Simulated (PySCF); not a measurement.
Simulation results for CH$_{4}$AlBSi, AlBH$_{4}$NSi, CH$_{5}$B$_{2}$Si

Calculation on a computer-drawn molecule: optimised geometry and harmonic frequencies of an isolated molecule of the commonest isotopes, restricted reference for singlets and unrestricted otherwise, frozen core in MP2. Program: PySCF 2.14.0.

Common to all runs: method HF; basis cc-pV(D+d)Z.

(1) CH$_{4}$AlBSi

Start structure:
```xyz
8
CH4AlBSi
B     -1.8133    -1.2780    -1.3094
Si    -0.9767    -0.0219    -2.3216
C      0.4150    -0.2953    -3.4904
Al     1.5475     0.6317    -4.6876
H     -2.8027    -1.8194    -1.6922
H     -1.3008    -1.8281    -0.3049
H     -1.3522     1.4040    -2.3064
H      0.6886    -1.3940    -3.4256
```

- charge: 0
- multiplicity: 1
- rotational constants: 27.31, 1.789, 1.679 GHz
- total energy: -595.6396 hartree
- convergence status largest gradient component: 1.83e-05 hartree/bohr

Drawn bonds:
```csv
atom,other atom,order
1,2,1
2,3,2
3,4,1
1,5,1
1,6,1
2,7,1
3,8,1
```

Optimised structure:
```xyz
8
CH4AlBSi
B     -1.8533    -1.3557    -1.2884
Si    -0.9129    -0.0799    -2.5465
C      0.5612    -0.4056    -3.3627
Al     1.4169     0.8936    -4.5778
H     -2.8831    -1.0720    -0.7457
H     -1.3661    -2.4293    -1.0786
H     -1.5544     1.2358    -2.7745
H      0.9972    -1.3879    -3.1639
```

Modes:
```csv
frequency (cm⁻¹),reduced mass (dalton)
86.79,3.02
99.55,4.786
148.3,1.32
215,4.024
445.6,1.416
557.3,2.961
645.4,3.463
685.4,1.619
824.6,1.082
869.4,1.183
939,1.32
973.3,1.351
1105,4.799
1258,1.162
2312,1.041
2689,1.052
2777,1.127
3252,1.085
```

(2) AlBH$_{4}$NSi

Start structure:
```xyz
8
AlBH4NSi
B      1.7539     1.7980    -0.7135
Si     0.5095     0.4588     0.1067
N     -1.0144     0.3992    -0.6272
Al    -2.6833    -0.1061    -0.8607
H      1.7737     2.9039    -0.2356
H      2.4178     1.5960    -1.5826
H      0.8461    -0.5080     1.0965
H     -4.1070    -0.4818    -1.1753
```

* charge: 1
* multiplicity: 1
* rotational constants: 19.4, 1.918, 1.772 GHz
* total energy: -612.0608 hartree
* convergence status largest gradient component: 2.859e-05 hartree/bohr

Drawn bonds:
```csv
atom,other atom,order
1,2,1
2,3,2
3,4,1
1,5,1
1,6,1
2,7,1
4,8,1
```

Optimised structure:
```xyz
8
AlBH4NSi
B      1.6948     1.8267    -0.7105
Si     0.4603     0.4179     0.0648
N     -1.0480     0.2127    -0.4328
Al    -2.6210    -0.0834    -0.8733
H      1.7219     2.9155    -0.2252
H      2.3771     1.5577    -1.6507
H      0.9897    -0.4472     1.1329
H     -4.0785    -0.3399    -1.2970
```

Modes:
```csv
frequency (cm⁻¹),reduced mass (dalton)
92.96,4.087
137.1,1.926
186.5,1.461
234.7,4.441
437.7,1.111
465.1,1.182
476.4,1.232
582.8,5.627
705.6,4.898
741,1.387
874.7,1.32
989.6,1.31
1233,1.139
1422,12.88
2174,1.052
2365,1.043
2726,1.05
2831,1.128
```

(3) CH$_{5}$B$_{2}$Si

Start structure:
```xyz
9
CH5B2Si
B      0.8952     0.3441    -0.4775
Si    -1.0027     0.3776    -0.1018
B     -2.2076    -1.0655     0.3907
C     -2.9713    -2.1302     0.7018
H      1.4847    -0.6908    -0.3985
H      1.5149     1.2223    -0.7318
H     -1.7109     1.6976    -0.2184
H     -3.1494    -2.3864     1.7742
H     -3.5539    -2.7632     0.0354
```

- charge: 0
- multiplicity: 2
- rotational constants: 19.24, 2.577, 2.308 GHz
- total energy: -378.9712 hartree
- spin squared: 0.7651
- convergence status largest gradient component: 3.336e-05 hartree/bohr

Drawn bonds:
```csv
atom,other atom,order
1,2,1
2,3,1
3,4,2
1,5,1
1,6,1
2,7,1
4,8,1
4,9,1
```

Optimised structure:
```xyz
9
CH5B2Si
B      0.8973     0.2949    -0.4625
Si    -1.0473     0.4558    -0.1137
B     -2.1929    -1.0592     0.3892
C     -2.9837    -2.1436     0.7429
H      1.4305    -0.7725    -0.3683
H      1.5440     1.2561    -0.7663
H     -1.7216     1.7647    -0.2275
H     -3.1390    -2.4336     1.7776
H     -3.4883    -2.7571     0.0027
```

Modes:
```csv
frequency (cm⁻¹),reduced mass (dalton)
127.4,3.052
141.6,1.207
219.1,1.062
248.5,2.287
319.6,3.676
354.2,1.04
529.2,5.231
669.4,1.693
690.2,2.945
715.9,1.697
860,1.316
871.3,1.148
914.8,1.282
1251,1.151
1391,1.229
1653,4.412
2335,1.042
2690,1.051
2781,1.128
3289,1.062
3368,1.109
```
